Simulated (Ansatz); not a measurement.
`CBN(C)C` + `CC[O][Hf]([Cl])([N](C)C)[N](C)C` → `CBOCC` + `C[N](C)[Hf]([Cl])([N](C)C)[N](C)C`  (redistribution)

Isolated molecules relaxed with PBE0-D4/def2-TZVP in Ansatz; ΔE leaves out vibrations. CCSD(T)/CBS is the MP2 limit (def2-TZVPP, def2-QZVPP) plus CCSD(T) − MP2 in def2-TZVPP, frozen cores. Functionals use def2-TZVPP. Elements past krypton have def2 core potentials. For Hf outer-core shells are correlated without core-valence functions, which leaves a few kJ/mol of doubt a bond. Each species was taken in one conformer, which may not be the lowest.

`CBN(C)C`:

Cartesian coordinates in Å:
```
C 0.508 -0.070 -2.100
B 0.329 -0.743 -0.693
N -0.089 -0.096 0.470
C -0.228 -0.790 1.730
C -0.427 1.303 0.577
H 1.536 -0.221 -2.449
H -0.124 -0.583 -2.834
H 0.290 0.998 -2.165
H 0.564 -1.918 -0.579
H 0.036 -1.839 1.605
H -1.258 -0.727 2.101
H 0.425 -0.351 2.494
H -0.316 1.803 -0.382
H -1.463 1.428 0.914
H 0.218 1.805 1.307
```

`CC[O][Hf]([Cl])([N](C)C)[N](C)C`:

Cartesian coordinates in Å:
```
C -2.389 2.186 1.062
C -1.562 1.541 2.152
O -0.826 0.455 1.678
Hf -0.126 -0.884 0.495
Cl -1.000 -3.068 0.971
N -0.566 -0.440 -1.436
C -1.968 -0.450 -1.784
C 0.276 -0.083 -2.547
N 1.888 -0.840 0.632
C 2.777 0.001 1.391
C 2.578 -1.862 -0.121
H -1.749 2.525 0.244
H -2.934 3.048 1.454
H -3.117 1.478 0.657
H -2.212 1.199 2.967
H -0.869 2.275 2.582
H -2.318 0.538 -2.119
H -2.588 -0.740 -0.926
H -2.183 -1.172 -2.584
H 1.327 -0.083 -2.249
H 0.161 -0.787 -3.385
H 0.038 0.920 -2.932
H 3.371 -0.582 2.110
H 2.212 0.748 1.951
H 3.485 0.531 0.738
H 3.268 -1.429 -0.860
H 3.159 -2.530 0.531
H 1.869 -2.494 -0.672
```

`CBOCC`:

Z-matrix (Å, degrees):
```
C
B 1 1.561
H 1 1.091 2 113.4
H 1 1.096 2 110.2 3 -122.1
H 1 1.096 2 110.2 3 122.1
O 2 1.347 1 119.7 3 -0.2
H 2 1.208 1 121.9 3 179.8
C 6 1.418 2 122.3 1 179.2
C 8 1.509 6 110.3 2 -113.6
H 8 1.096 6 109.7 2 8.9
H 8 1.094 6 107.2 2 126.1
H 9 1.092 8 110.6 6 -56.8
H 9 1.092 8 110.8 6 63.4
H 9 1.093 8 110.2 6 -176.7
```

`C[N](C)[Hf]([Cl])([N](C)C)[N](C)C`:

```xyz
29

C     2.783   -0.993    0.648
N     1.888    0.038    0.166
C     2.560    0.987   -0.686
Hf   -0.035   -0.022    0.820
Cl   -0.139   -0.087    3.220
N    -0.986    1.616    0.083
C    -0.583    2.905    0.605
C    -2.064    1.727   -0.868
N    -0.912   -1.662   -0.001
C    -0.388   -2.653   -0.908
C    -2.273   -1.952    0.399
H     3.212   -1.578   -0.179
H     2.258   -1.697    1.306
H     3.617   -0.572    1.228
H     1.863    1.754   -1.031
H     3.387    1.489   -0.163
H     2.987    0.499   -1.575
H     0.227    2.799    1.338
H    -0.219    3.570   -0.191
H    -1.412    3.416    1.116
H    -1.776    2.343   -1.732
H    -2.954    2.192   -0.420
H    -2.349    0.741   -1.242
H    -0.984   -2.709   -1.831
H    -0.391   -3.656   -0.458
H     0.639   -2.410   -1.190
H    -2.956   -1.966   -0.462
H    -2.649   -1.196    1.100
H    -2.351   -2.925    0.905
```

CCSD(T)/CBS gives +68.0 kJ/mol.

Problem. Another level gave +70.5 kJ/mol. Which?
A. LC-ωPBE/def2-TZVPP
B. RPA@PBE/def2-TZVPP
C. CCSD(T)/def2-TZVPP
D. PBE0-D4/def2-TZVPP

Solution. D. PBE0-D4 70.5, CCSD(T)/def2-TZVPP 66.2, LC-ωPBE 76.6, RPA@PBE/def2-TZVPP 62.1 kJ/mol.

Largest T1 diagnostic among the species: 0.014.

In def2-TZVPP, CCSD(T) changes the Hartree–Fock value by −3.7 kJ/mol (the triples alone add −1.4 kJ/mol) and MP2 by −3.5 kJ/mol. Leaving LDA and LC-ωPBE aside and taking each functional with its dispersion term where it has one, the values, not all of them listed here, spread over 7.6 kJ/mol, from B97M-V to CAM-B3LYP-D4. LDA lies +6.3 kJ/mol from PBE without D4.
